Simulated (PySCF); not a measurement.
PySCF job for boric acid (BH₃O₃), SMILES OB(O)O, TDA-PBE/def2-SVPD. Coordinates come from a PBE0-D3(BJ)/def2-SVP optimisation. The values are those of a single conformer.

```python
import numpy as np
from pyscf import gto, scf, dft, tdscf

mol = gto.M(
    atom='''
    O    -0.61534968   -1.23793060    0.00000000
    B    -0.03295765   -0.01073167    0.00000000
    O     1.33962136    0.05958174    0.00000000
    O    -0.86928826    1.06839361    0.00000000
    H     0.04844498   -1.93321047    0.00000000
    H     1.70620246    0.94620210    0.00000000
    H    -0.42972658    1.92030873    0.00000000
    ''',
    basis='def2-SVPD',
    charge=0,
    spin=0,
    symmetry=True,
    max_memory=1600,
    verbose=4,
)
mf = dft.RKS(mol, xc='pbe').density_fit(auxbasis='def2-universal-jkfit')
mf.grids.level = 3
mf.conv_tol = 1e-9
mf.max_cycle = 100
mf.kernel()
mf.grids = dft.Grids(mol).set(level=1).build(with_non0tab=True)  # coarser grid for the response kernel
td = tdscf.TDA(mf)
td.singlet = True
td.nstates = 10
td.conv_tol = 1e-4
td.positive_eig_threshold = 1e-6
td.kernel(x0=td.get_init_guess(mf, 15))
td.analyze()
tt = tdscf.TDA(mf)
tt.singlet = False
tt.nstates = 4
tt.conv_tol = 1e-4
tt.positive_eig_threshold = 1e-6
tt.kernel(x0=tt.get_init_guess(mf, 9))
tt.analyze(verbose=3)
```

It prints:

```
PySCF version 2.14.0

[INPUT] verbose = 4
[INPUT] num. atoms = 7
[INPUT] num. electrons = 32
[INPUT] charge = 0
[INPUT] spin (= nelec alpha-beta = 2S) = 0
[INPUT] symmetry True subgroup None
[INPUT] Mole.unit = angstrom
[INPUT] Symbol           X                Y                Z      unit          X                Y                Z       unit  Magmom
[INPUT]  1 O     -0.615349680000  -1.237930600000   0.000000000000 AA   -1.162842366039  -2.339349795219   0.000000000000 Bohr   0.0
[INPUT]  2 B     -0.032957650000  -0.010731670000   0.000000000000 AA   -0.062280932209  -0.020279917159   0.000000000000 Bohr   0.0
[INPUT]  3 O      1.339621360000   0.059581740000   0.000000000000 AA    2.531517481017   0.112593170625   0.000000000000 Bohr   0.0
[INPUT]  4 O     -0.869288260000   1.068393610000   0.000000000000 AA   -1.642716734700   2.018971316135   0.000000000000 Bohr   0.0
[INPUT]  5 H      0.048444980000  -1.933210470000   0.000000000000 AA    0.091547744310  -3.653238329442   0.000000000000 Bohr   0.0
[INPUT]  6 H      1.706202460000   0.946202100000   0.000000000000 AA    3.224255362459   1.788062827488   0.000000000000 Bohr   0.0
[INPUT]  7 H     -0.429726580000   1.920308730000   0.000000000000 AA   -0.812065544646   3.628857574311   0.000000000000 Bohr   0.0

nuclear repulsion = 116.356736276692
point group symmetry = Cs
symmetry origin: [-1.77161831e-09  5.90539298e-10  0.00000000e+00]
symmetry axis x: [1.00000000e+00 1.82679695e-08 0.00000000e+00]
symmetry axis y: [-1.82679695e-08  1.00000000e+00  0.00000000e+00]
symmetry axis z: [0. 0. 1.]
num. orbitals of irrep A' = 80
num. orbitals of irrep A" = 33
number of shells = 47
number of NR pGTOs = 159
number of NR cGTOs = 113
basis = def2-SVPD
ecp = {}


[settings echo left out]
init E= -252.423077410186
HOMO (A") = -0.418062985866006  LUMO (A') = -0.056080270299339  gap/eV = 9.85005
cycle= 1 E= -251.803431374673  delta_E= 0.62  |g|= 1.13  |ddm|= 3.37
HOMO (A") = -0.103869786708327  LUMO (A') = -0.0204331162346882  gap/eV = 2.27043
cycle= 2 E= -251.049417223696  delta_E= 0.754  |g|= 2.25  |ddm|= 2.73
HOMO (A") = -0.294449528188977  LUMO (A') = -0.044564018289369  gap/eV = 6.79973
cycle= 3 E= -252.045157516213  delta_E= -0.996  |g|= 0.0984  |ddm|=  1.9
HOMO (A") = -0.274182690743502  LUMO (A') = -0.0441691223050382  gap/eV = 6.25899
cycle= 4 E= -252.044013175617  delta_E= 0.00114  |g|= 0.131  |ddm|= 0.167
HOMO (A") = -0.27903453461234  LUMO (A') = -0.0429748652357245  gap/eV = 6.42351
cycle= 5 E= -252.04721391417  delta_E= -0.0032  |g|= 0.00753  |ddm|= 0.0939
HOMO (A") = -0.280042233323106  LUMO (A') = -0.0432948992385294  gap/eV = 6.44222
cycle= 6 E= -252.04722310157  delta_E= -9.19e-06  |g|= 0.00316  |ddm|= 0.00698
HOMO (A") = -0.280073352457117  LUMO (A') = -0.0433644819036467  gap/eV = 6.44118
cycle= 7 E= -252.047224344694  delta_E= -1.24e-06  |g|= 0.00198  |ddm|= 0.00356
HOMO (A") = -0.280186799389043  LUMO (A') = -0.043373074181086  gap/eV = 6.44403
cycle= 8 E= -252.047225070121  delta_E= -7.25e-07  |g|= 0.000133  |ddm|= 0.00152
HOMO (A") = -0.280188478505829  LUMO (A') = -0.0433760302319186  gap/eV = 6.44399
cycle= 9 E= -252.047225073429  delta_E= -3.31e-09  |g|= 2.31e-05  |ddm|= 0.000157
HOMO (A") = -0.28019006955715  LUMO (A') = -0.0433775482576331  gap/eV = 6.44400
cycle= 10 E= -252.047225073528  delta_E= -9.91e-11  |g|= 9.95e-06  |ddm|= 4.09e-05
HOMO (A") = -0.280189134670098  LUMO (A') = -0.043376846523731  gap/eV = 6.44399
Extra cycle  E= -252.047225073516  delta_E= 1.14e-11  |g|= 1.26e-05  |ddm|= 2.71e-05
converged SCF energy = -252.047225073516
tot grids = 28136
Overwritten attributes  positive_eig_threshold  of <class 'pyscf.tdscf.rks.TDA'>


******** <class 'pyscf.tdscf.rks.TDA'> for <class 'pyscf.df.df_jk.DFSymAdaptedRKS'> ********
nstates = 10 singlet
deg_eia_thresh = 1.000e-03
wfnsym = None
conv_tol = 0.0001
eigh lindep = 1e-12
eigh level_shift = 0
eigh max_cycle = 100


Excitation energies (eV)
[6.4756048  6.7463651  7.24072028 7.70099767 7.91445159 8.12393416
 8.4201388  8.6006381  8.69768634 8.96140408]

** Singlet excitation energies and oscillator strengths **
Excited State   1:   A"      6.47560 eV    191.46 nm  f=0.0015
      16 -> 17       -0.70674
Excited State   2:   A"      6.74637 eV    183.78 nm  f=0.0001
      15 -> 17        0.70665
Excited State   3:   A'      7.24072 eV    171.23 nm  f=0.0245
      14 -> 17        0.70379
Excited State   4:   A'      7.70100 eV    161.00 nm  f=0.0378
      13 -> 17        0.70434
Excited State   5:   A"      7.91445 eV    156.66 nm  f=0.0173
      16 -> 18        0.70543
Excited State   6:   A"      8.12393 eV    152.62 nm  f=0.0000
      15 -> 18       -0.70664
Excited State   7:   A"      8.42014 eV    147.25 nm  f=0.0002
      16 -> 19        0.70631
Excited State   8:   A'      8.60064 eV    144.16 nm  f=0.0029
      14 -> 18       -0.70093
Excited State   9:   A"      8.69769 eV    142.55 nm  f=0.0065
      12 -> 17       -0.19020
      15 -> 19        0.68019
Excited State  10:   A"      8.96140 eV    138.35 nm  f=0.0892
      12 -> 17       -0.67879
      15 -> 19       -0.18896

** Transition electric dipole moments (AU) **
state          X           Y           Z        Dip. S.      Osc.
  1         0.0000     -0.0000      0.0963      0.0093      0.0015
  2        -0.0000      0.0000      0.0214      0.0005      0.0001
  3         0.3223     -0.1845     -0.0000      0.1379      0.0245
  4         0.3995      0.2023     -0.0000      0.2005      0.0378
  5        -0.0000     -0.0000     -0.2990      0.0894      0.0173
  6         0.0000     -0.0000      0.0144      0.0002      0.0000
  7        -0.0000     -0.0000      0.0336      0.0011      0.0002
  8         0.0471     -0.1079     -0.0000      0.0139      0.0029
  9        -0.0000      0.0000      0.1745      0.0304      0.0065
 10        -0.0000      0.0000     -0.6375      0.4064      0.0892

** Transition velocity dipole moments (imaginary part, AU) **
state          X           Y           Z        Dip. S.      Osc.
  1         0.0000     -0.0000      0.0191      0.0004      0.0010
  2         0.0000      0.0000      0.0048      0.0000      0.0001
  3         0.0778     -0.0434      0.0000      0.0079      0.0199
  4         0.0946      0.0397      0.0000      0.0105      0.0248
  5        -0.0000     -0.0000     -0.0776      0.0060      0.0138
  6        -0.0000     -0.0000      0.0015      0.0000      0.0000
  7        -0.0000     -0.0000      0.0051      0.0000      0.0001
  8         0.0198     -0.0294     -0.0000      0.0013      0.0027
  9        -0.0000      0.0000      0.0763      0.0058      0.0121
 10         0.0000      0.0000     -0.1759      0.0309      0.0626

** Transition magnetic dipole moments (imaginary part, AU) **
state          X           Y           Z
  1        -0.3909      0.0992     -0.0000
  2         0.1404      0.4548      0.0000
  3         0.0000     -0.0000      0.7364
  4        -0.0000      0.0000     -0.3195
  5        -0.3730      0.1525     -0.0000
  6        -0.0571      0.1541     -0.0000
  7        -0.1641     -0.1007     -0.0000
  8        -0.0000     -0.0000     -0.0421
  9        -0.1872      0.0372      0.0000
 10         0.1497     -0.1070      0.0000


******** <class 'pyscf.tdscf.rks.TDA'> for <class 'pyscf.df.df_jk.DFSymAdaptedRKS'> ********
nstates = 4 triplet
deg_eia_thresh = 1.000e-03
wfnsym = None
conv_tol = 0.0001
eigh lindep = 1e-12
eigh level_shift = 0
eigh max_cycle = 100


Excitation energies (eV)
[6.35959794 6.55864563 7.00470903 7.56884297]

** Triplet excitation energies and oscillator strengths **
Excited State   1:   A"      6.35960 eV    194.96 nm  f=0.0000
Excited State   2:   A"      6.55865 eV    189.04 nm  f=0.0000
Excited State   3:   A'      7.00471 eV    177.00 nm  f=0.0000
Excited State   4:   A'      7.56884 eV    163.81 nm  f=0.0000
```

The calculation finished and met its thresholds.

Cost: very roughly 24 core-seconds.
